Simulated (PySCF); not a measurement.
## Working with the constants of GeB

UHF-CCSD(T) constants of GeB, ⁴Σ⁻ (quartet), unpaired electrons σ ↑, π ↑↑ (PySCF, no relativity, basis sets Ge def2-TZVPPD, B def2-TZVPPD; masses 73.9212 and 11.0093 u):

```
ωe           : 636.1 cm⁻¹
ωexe         : 3.76 cm⁻¹
Be           : 0.44298 cm⁻¹
αe           : 0.00374 cm⁻¹
De to Ge + B : 2.96 eV
```

Q: What force constant and bond length do these constants imply?

A: Reduced mass μred = 9.5822 u; k = 5.8918×10⁻⁷·μred·ωe² (u, cm⁻¹, mdyn/Å) = 2.28 mdyn/Å; Re = √(16.8576/(μred·Be)) (u, cm⁻¹, Å) = 1.993 Å.

Q: Estimate the centrifugal constant D from the Kratzer relation and find the Dunham coefficient a1.

A: D = 4Be³/ωe² = 8.59e-07 cm⁻¹; a1 = −1 − αeωe/(6Be²) = -3.02.

Correlated steps freeze 10 core orbitals. Spin–orbit coupling is left out. The state was picked by a PBE0 search and need not be the measured ground state.
